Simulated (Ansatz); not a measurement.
`OB(S)O[SiH3]` + H₂ → `OBS` + `O[SiH3]`  (hydrogenolysis of a B–O bond)

Gas-phase electronic energies from Ansatz, PBE0-D4/def2-TZVP geometries. CBS: MP2 limit from def2 TZ/QZ plus the TZ coupled-cluster correction, frozen cores. This one scheme is used for every species. Functionals use def2-TZVPP. B3LYP here is the variant with VWN-RPA as its local correlation; programs differ in this. One conformer a species, not always the lowest.

**Question.** Is it downhill or uphill in electronic energy at CCSD(T)/CBS, and by how much? (Best estimate.)

**Answer.** Ansatz gave: Uphill: ΔE = +98.7 kJ/mol.

**Question.** What do these levels give: PBE-D4, revPBE-D4, r2SCAN-D4, PBE0-D4, ωB97M-V, PBE-QIDH, PBE, r2SCAN, B3LYP, CCSD/def2-SVP, HF/CBS(def2), CCSD/CBS(def2)? (Best estimate.)

**Answer.** The calculation gave: PBE-D4 95.8, revPBE-D4 99.4, r2SCAN-D4 103.4, PBE0-D4 96.8, ωB97M-V 99.0, PBE-QIDH 96.6, PBE 87.7, r2SCAN 101.1, B3LYP 89.2, CCSD/def2-SVP 101.1, HF/CBS(def2) 90.4, CCSD/CBS(def2) 95.8 kJ/mol.

Largest T1 diagnostic among the species: 0.013.

From BLYP to BHLYP (50 % exact exchange), in def2-TZVPP and without D4, ΔE moves by +7.1 kJ/mol. Leaving LDA and LC-ωPBE aside and taking each functional with its dispersion term where it has one, the values, not all of them listed here, spread over 9.6 kJ/mol, from B2PLYP to BHLYP-D4. LDA lies +16.1 kJ/mol from PBE without D4. The D4 term adds +13.1 kJ/mol with B3LYP and +7.3 kJ/mol with PBE0; it sums over pairs of atoms, weighted by their polarisabilities, and B3LYP, whose exchange is more repulsive, gets the larger term.
